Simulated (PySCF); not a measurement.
I₂Zn, SMILES [I][Zn-][I] (connectivity only; charge and spin as stated), charge -1, multiplicity 2. Atoms are numbered in the order given.

```xyz
3

Zn     0.0000     0.0000     1.0344
I      0.0000     2.3374    -0.2928
I      0.0000    -2.3374    -0.2928
```
Charge -1, spin multiplicity 2.

The structure is a stationary point at PBE-D3(BJ)/def2-SVPD. The def2 effective core potentials stand for the cores of I; spin–orbit coupling is left out.

The numbers are results of PBE-D3(BJ)/def2-SVPD run with PySCF, not measurements.

Frequencies are harmonic and unscaled.

Q: List the normal modes with their intensities. (Estimate from the structure and the level; the computed values follow.)

A: 
```json
[
 {"mode": "1", "ν (cm⁻¹)": "41", "IR (km/mol)": "0.0", "moving atoms (share of kinetic energy)": "I 78 %, Zn 22 %"},
 {"mode": "2", "ν (cm⁻¹)": "139", "IR (km/mol)": "5.0", "moving atoms (share of kinetic energy)": "Zn 57 %, I 43 %"},
 {"mode": "3", "ν (cm⁻¹)": "175", "IR (km/mol)": "51.7", "moving atoms (share of kinetic energy)": "Zn 75 %, I 25 %"}
]
```
